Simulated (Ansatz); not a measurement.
Species: CuCl2, net charge -1, singlet state. 
Structure (B3LYP-D3(BJ)/def2-TZVP (Ansatz, an electronic-structure program) minimum search):
```
Cu
Cl 1 2.1589
Cl 1 2.1589 2 180.00
```
Charge -1, spin multiplicity 1.

Basis-set convergence of Hartree-Fock and CCSD(T) correlation energies (hartree) with Ansatz. Cores are frozen in the correlated levels unless marked. Spin-orbit coupling is left out. The frozen core is the preceding noble-gas configuration, with the filled d and f shells of earlier blocks. No relativistic terms.

```tsv
basis	functions	E(HF)	E(corr, CCSD(T))
def2-SVPD	88	-2557.63165	-0.63230
def2-TZVPPD	169	…	…
```

Some entries are withheld; supply them.


- def2-TZVPPD, E(HF): -2558.15208
- def2-TZVPPD, E(corr, CCSD(T)): -0.91446
